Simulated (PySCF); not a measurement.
Breaking a bond: AuH, singlet.

Computed with: RKS-M06-2X = restricted M06-2X/def2-SVP, def2 effective core potentials past Kr run with PySCF 2.14.0; RHF/def2-SVP, def2 effective core potentials past Kr (PySCF); RKS-r2SCAN = PySCF with restricted r2SCAN/def2-SVP, def2 effective core potentials past Kr.

Energies are in mEh, each relative to the lowest point of its own curve near equilibrium.

```csv
R / Å,RKS-M06-2X,RHF,RKS-r2SCAN
1.22,63.2,72.3,63.6
1.30,30.0,37.2,30.0
1.37,13.0,18.2,12.8
1.46,2.4,4.9,2.1
1.51,0.3,1.5,0.2
1.54,0.0,0.4,0.0
1.59,0.8,0.0,1.1
1.65,3.5,1.3,4.2
1.68,5.3,2.6,6.3
1.81,16.0,11.2,18.3
1.90,24.8,19.1,28.1
2.06,41.5,34.9,46.5
2.33,68.8,62.4,75.9
2.53,86.9,81.5,94.6
2.78,106.7,103.2,114.0
3.10,127.6,127.1,133.1
3.42,144.2,147.0,146.8
3.76,158.0,164.5,157.0
4.16,170.1,181.0,164.9
4.63,180.0,195.9,170.4
5.33,189.6,211.5,174.4
6.15,196.0,222.8,176.2
```

At the longest distance, 6.15 Å, RHF lies highest above its minimum (222.8 mEh) and RKS-r2SCAN lowest (176.2 mEh).

The restricted form behind RKS-M06-2X, RHF, RKS-r2SCAN keeps the bonding electrons paired and can't separate into open-shell fragments.
